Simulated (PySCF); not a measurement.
## SMILES C[C@@]1(C#N)C[C@@H]1[O-], [C5H6NO]-, charge -1

Cartesian coordinates in Å; atom numbers follow the order of the lines, from 1:
```xyz
13

C     1.3247    0.6491    0.2533
C    -0.0915    0.3023   -0.1600
C    -0.7601    1.3249   -0.8217
N    -1.2928    2.2137   -1.3410
C    -0.3762   -1.1417   -0.5569
C    -0.9306   -0.7814    0.7983
O    -2.1460   -0.6797    1.1119
H     1.3593    1.6381    0.7132
H     2.0067    0.6526   -0.6066
H     1.6981   -0.0776    0.9762
H     0.4922   -1.7902   -0.6351
H    -1.0904   -1.2736   -1.3615
H    -0.1978   -1.0360    1.6120
```

Total charge -1.

Level of theory: PySCF 2.14.0, TDDFT wB97X-D/aug-cc-pVDZ circular dichroism and optical rotation, one conformer, gas phase. Geometry: GFN2-xTB.

For a gas-phase anion, states above the detachment energy (about 2.4 eV, taken as minus the energy of the highest occupied orbital) lie in the continuum and depend on the basis.

Q: Draw the ECD and absorption spectra from the lowest 16 states, each a Gaussian of half-width 0.35 eV at 1/e height.

A: 
```tsv
E (eV)	λ (nm)	Δε (L mol⁻¹ cm⁻¹)	ε (L mol⁻¹ cm⁻¹)
2.67	464	-0.48	94
2.77	447	-0.99	198
2.87	432	-1.72	360
2.97	417	-2.47	569
3.07	404	-2.88	794
3.17	391	-2.52	1010
3.27	379	-1.19	1230
3.37	368	+0.92	1450
3.47	357	+3.21	1720
3.57	347	+4.99	1990
3.67	338	+5.78	2220
3.77	329	+5.43	2350
3.87	320	+4.20	2350
3.97	312	+2.54	2270
4.07	304	+0.91	2150
4.17	297	-0.35	2040
4.27	290	-1.17	1960
4.37	284	-1.73	1880
4.47	277	-2.25	1830
4.57	271	-2.82	1850
4.67	265	-3.28	1970
4.77	260	-3.27	2190
4.87	254	-2.45	2460
4.97	249	-0.72	2660
```
Δε uses R in velocity form, ε uses f in length form. Only the states computed contribute, so the short-wavelength end is incomplete.
